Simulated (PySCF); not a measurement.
Job file and geometry (Å, from GFN2-xTB) of an NMR shielding run on SMILES B[C@@]1(C)[C@H](C[SiH3])C[C@@H]1F, C6H14BFSi, PySCF 2.14.0, density-fitted response routines, GIAO PBE0/pcSseg-1 NMR shielding, non-relativistic, gas phase; density fitting, a coarse starting grid and PySCF grid level 2 are the driver's defaults:

```
$ OMP_NUM_THREADS=1 python probes_run.py task.json out

{"job": {"kind": "nmr", "xc": "PBE0", "basis": "pcSseg-1"}, "charge": 0, "multiplicity": 1}
B     -2.165165     0.825795     0.887013
C     -1.290045    -0.027877    -0.089061
C     -1.377441     0.345524    -1.566121
C      0.185417     0.021213     0.491861
C      1.220370     0.882850    -0.199798
Si     2.946932     0.700721     0.583941
C      0.282151    -1.500500     0.311606
C     -1.228549    -1.563610     0.098586
F     -1.627890    -2.316497    -0.981973
H     -2.258820     1.977201     0.711330
H     -2.635539     0.339463     1.840224
H     -0.682015    -0.235911    -2.167667
H     -2.382514     0.137498    -1.927874
H     -1.174802     1.403811    -1.706777
H      0.152324     0.281523     1.553991
H      0.907321     1.927353    -0.141889
H      1.269849     0.628165    -1.258728
H      2.876111     1.087510     1.994805
H      3.402819    -0.685991     0.479345
H      3.873029     1.580200    -0.130105
H      0.683722    -2.073726     1.144804
H      0.813704    -1.769706    -0.599452
H     -1.795721    -1.938021     0.954953
```

Task: What does the program print?

Result: 
```
coarse grid: 18992 points
cycle   1  E = -650.4679563908  dE =  8.271e-01  |g| = 5.604e-01  |ddm| = 4.202e+00
cycle   2  E = -650.4427010089  dE =  2.526e-02  |g| = 7.060e-01  |ddm| = 1.037e+00
cycle   3  E = -650.5341093713  dE = -9.141e-02  |g| = 6.470e-02  |ddm| = 5.997e-01
cycle   4  E = -650.5347621812  dE = -6.528e-04  |g| = 2.957e-02  |ddm| = 8.189e-02
cycle   5  E = -650.5349427395  dE = -1.806e-04  |g| = 7.971e-03  |ddm| = 3.242e-02
cycle   6  E = -650.5349559937  dE = -1.325e-05  |g| = 2.195e-03  |ddm| = 1.042e-02
cycle   7  E = -650.5349570431  dE = -1.049e-06  |g| = 5.313e-04  |ddm| = 2.363e-03
final grid: 177200 points
cycle   8  E = -650.5960913124  dE = -8.644e-05  |g| = 9.449e-03  |ddm| = 5.016e-02
cycle   9  E = -650.5960763098  dE =  1.500e-05  |g| = 1.269e-02  |ddm| = 2.139e-02
cycle  10  E = -650.5961137174  dE = -3.741e-05  |g| = 1.418e-03  |ddm| = 1.262e-02
cycle  11  E = -650.5961140877  dE = -3.703e-07  |g| = 3.313e-04  |ddm| = 1.504e-03
cycle  12  E = -650.5961141064  dE = -1.874e-08  |g| = 1.000e-04  |ddm| = 3.213e-04
cycle  13  E = -650.5961141088  dE = -2.354e-09  |g| = 2.052e-05  |ddm| = 1.390e-04
cycle  14  E = -650.5961141089  dE = -9.004e-11  |g| = 6.361e-06  |ddm| = 2.582e-05
converged SCF energy = -650.5961141089

GIAO shielding tensors (ppm)
atom      isotropic    diamagn.    paramagn.     s11        s22        s33       span
  0 B       19.244     193.700    -174.456    -44.051    -19.356    121.138    165.188
  1 C      133.903     255.090    -121.187    103.336    128.776    169.598     66.262
  2 C      174.035     245.677     -71.642    165.992    177.276    178.836     12.845
  3 C      165.219     251.805     -86.586    137.583    165.258    192.817     55.234
  4 C      174.005     250.443     -76.437    155.978    170.720    195.319     39.342
  5 Si     425.491     879.299    -453.808    392.998    416.364    467.110     74.112
  6 C      149.888     251.272    -101.384    129.194    143.821    176.649     47.455
  7 C       93.149     249.155    -156.006     57.618     75.537    146.292     88.674
  8 F      373.091     471.515     -98.424    327.972    390.776    400.525     72.553
  9 H       24.635      31.200      -6.565     17.057     27.473     29.375     12.319
 10 H       24.392      31.673      -7.281     17.287     26.697     29.193     11.906
 11 H       30.160      31.213      -1.053     26.986     28.886     34.608      7.622
 12 H       30.283      29.268       1.015     25.471     27.600     37.777     12.306
 13 H       30.381      31.317      -0.937     25.647     28.810     36.686     11.039
 14 H       30.441      35.589      -5.148     25.764     31.004     34.556      8.792
 15 H       31.153      32.270      -1.117     25.307     29.699     38.454     13.146
 16 H       30.665      32.681      -2.016     25.485     31.835     34.675      9.191
 17 H       28.109      28.894      -0.785     24.483     26.332     33.513      9.030
 18 H       27.880      28.709      -0.829     23.946     27.288     32.407      8.460
 19 H       27.861      27.989      -0.128     24.194     25.415     33.974      9.781
 20 H       29.101      31.606      -2.505     24.936     27.566     34.802      9.866
 21 H       29.780      32.230      -2.450     27.297     28.821     33.223      5.925
 22 H       26.429      32.759      -6.330     21.701     27.688     29.898      8.196
```

Size and cost of the density-fitted run: 230 basis functions, 98 s wall time on 1 thread of an Arm Neoverse N1, shared host; peak memory 1.1 GiB.
